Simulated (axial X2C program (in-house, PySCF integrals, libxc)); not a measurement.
# AlPd: from the spin-free to the two-component result

Calculated with an in-house relativistic program for diatomic molecules. Spin-free means the one-electron spin-free X2C Hamiltonian; two-component (2c) means X2C with spin–orbit coupling and atomic mean-field two-electron Coulomb and Gaunt terms, so the difference of the two also holds small scalar two-electron terms. Basis: Pd dyall-cv3z [12s12p8d5f3g], Al dyall-v3z [8s8p2d1f] (cores contracted in-house); Gaussian nuclei, density fitting, unrestricted open shells. Masses: Pd 105.903 u, Al 26.982 u.

Spin-free state: M_S = 1/2, Λ = 0 (beyond evenly filled blocks: σα); fragments Pd + Al.

| level | Re (Å) | ωe (cm⁻¹) | De (eV) | μ (D) |
| --- | --- | --- | --- | --- |
| PBE0 | 2.223 | 370.6 | 2.695 | 0.30 |
| HF | 2.305 | 294.5 | n/a | -0.68 |
| MP2 | 2.181 | 405.9 | 2.788 | n/a |
| LDA | 2.188 | 398.7 | 3.763 | 0.95 |

Correlated methods: 13 electrons correlated (number of frozen shells: Pd 4 s, 3 p, 1 d; Al 2 s, 1 p), 261 virtual spin orbitals or spinors in MP2.

Dipoles are positive if Al is the positive end.

Two-component determinant lowest at the distance of the search:

Ω = 1/2 (⟨Sz⟩ = 0.50, ⟨Lz⟩ = 0.00 at HF); fragments Pd + Al.

```json
{"level": "PBE0", "Re (Å)": "2.223", "ωe (cm⁻¹)": "370.2", "De (eV)": "2.696", "μ (D)": "0.30"}
{"level": "HF", "Re (Å)": "2.306", "ωe (cm⁻¹)": "294.3", "De (eV)": "n/a", "μ (D)": "-0.68"}
{"level": "MP2", "Re (Å)": "2.181", "ωe (cm⁻¹)": "405.4", "De (eV)": "2.782", "μ (D)": "n/a"}
{"level": "LDA", "Re (Å)": "2.189", "ωe (cm⁻¹)": "398.3", "De (eV)": "3.764", "μ (D)": "0.95"}
```

Question: From the two tables, how do the constants change at the MP2 level (2c against spin-free)?

Answer: At the MP2 level Re is unchanged within 0.001 Å and ωe goes down by 0.5 cm⁻¹; De changes by -0.006 eV.

The state is one determinant whose occupation by symmetry is held fixed; it was picked as the lowest of a PBE0 search that is not exhaustive. De is counted from the lowest determinant-based energies of the atoms at the same level, without counterpoise correction. De is not given where an atomic determinant may have missed its ground term or J level, or where the truncated virtual space spoils (T). Density functionals use the spin component along the axis (collinear). In 2c an atomic determinant is not the ground J level, so De misses part of the atomic spin–orbit lowering. This holds for PBE0, LDA. Without a current term, density functionals place determinants with orbital angular momentum somewhat too high.
